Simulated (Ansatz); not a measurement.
The lowest singlet and triplet of C3H4O (SMILES [CH2]C([CH2])=O); geometries from B3LYP-D3(BJ)/def2-TZVP, each state relaxed from the structure named, with no frequency check, low spin by broken symmetry.
Singlet (charge 0, multiplicity 1):
```xyz
8

C      1.0480    -0.7261     0.5361
C      0.0212     0.1193    -0.0339
C     -1.2692    -0.5183    -0.1828
O      0.2294     1.2902    -0.3664
H      2.0416    -0.3231     0.6801
H      0.8491    -1.7499     0.8221
H     -2.0906     0.0475    -0.6018
H     -1.4349    -1.5451     0.1135
```
Triplet (charge 0, multiplicity 3):
```xyz
8

C      1.09607    -0.71669     0.49568
C      0.01087     0.06468    -0.01627
C     -1.29843    -0.48750    -0.19269
O      0.21438     1.27566    -0.32098
H      2.06178    -0.24637     0.60719
H      0.97522    -1.75552     0.77101
H     -2.07800     0.14987    -0.58291
H     -1.52504    -1.51621     0.05223
```

A positive gap puts the triplet lower; no zero-point energy. R- takes a restricted singlet, here one determinant of a half-filled degenerate or near-degenerate pair, which mixes singlet states. U- takes an unrestricted singlet (broken symmetry where lower, unprojected). The triplet is unrestricted in single-reference levels.

Cores are frozen in the correlated methods.

Programs: Ansatz (Gaussian basis) for Hartree–Fock, density functionals and correlated methods. Each number belongs to the level named beside it.

| level | gap E(singlet) − E(triplet), adiabatic (eV) |
|---|---|
| R-HF/cc-pVDZ | 2.563 |
| U-HF/cc-pVDZ (spin-contaminated) | 0.613 |
| U-PBE0/def2-TZVPP (spin-contaminated) | 0.057 |
| R-BHLYP/def2-TZVPP | 1.056 |
| R-MP2/cc-pVDZ | 0.130 |
| R-SCS-MP2/cc-pVDZ | 0.134 |
| R-CCSD/cc-pVDZ | 0.746 |
| U-CCSD/cc-pVDZ (spin-contaminated) | 0.144 |
| R-CCSD(T)/cc-pVDZ | ___ |

Q: Fill in the missing entries.

A: 
- R-CCSD(T)/cc-pVDZ, gap E(singlet) − E(triplet), adiabatic (eV): 0.193

Doubts at one or more of the structures used: a restricted determinant that unrestricted orbitals would lower (R-HF/cc-pVDZ, R-BHLYP/def2-TZVPP, R-MP2/cc-pVDZ, R-SCS-MP2/cc-pVDZ, R-CCSD/cc-pVDZ, R-CCSD(T)/cc-pVDZ); a spin-contaminated determinant (R-HF/cc-pVDZ, R-MP2/cc-pVDZ, R-SCS-MP2/cc-pVDZ, R-CCSD/cc-pVDZ, R-CCSD(T)/cc-pVDZ).

Ansatz is an electronic-structure program.
